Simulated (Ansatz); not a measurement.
CH₃GaOS, SMILES `O=[C](S)[GaH2]`, relaxed with RKS PBE0-D4/def2-TZVP in the Gaussian-basis code of Ansatz from a GFN2-xTB geometry. The force threshold is 0.005 eV/Å; the program also tests the step.

The species carries charge 0 and has multiplicity 1.

Start:

```xyz
7

O     0.258    1.850    1.027
C     0.369    0.716    0.651
S     1.557   -0.424    1.331
Ga   -0.845   -0.034   -0.831
H     1.165   -1.435    0.523
H    -1.937    0.904   -1.494
H    -0.567   -1.576   -1.207
```

(1) How much energy does the relaxation release, and in how many steps? (Estimate.)

(2) Which bonds change most? (Estimate.)

(3) Give the relaxed structure. (Estimate.)

## Answers

(1) Computed: 3.62 kJ/mol, in 9 steps.

(2) Ansatz gave: Ga4–H7 from 1.611 to 1.571 Å; Ga4–H6 from 1.585 to 1.561 Å; C2–S3 from 1.782 to 1.805 Å; C2–Ga4 from 2.057 to 2.036 Å.

(3) Computed: 
```xyz
7

O     0.255    1.834    1.016
C     0.339    0.705    0.623
S     1.568   -0.401    1.347
Ga   -0.856   -0.043   -0.845
H     1.246   -1.462    0.590
H    -1.919    0.910   -1.476
H    -0.633   -1.543   -1.256
```
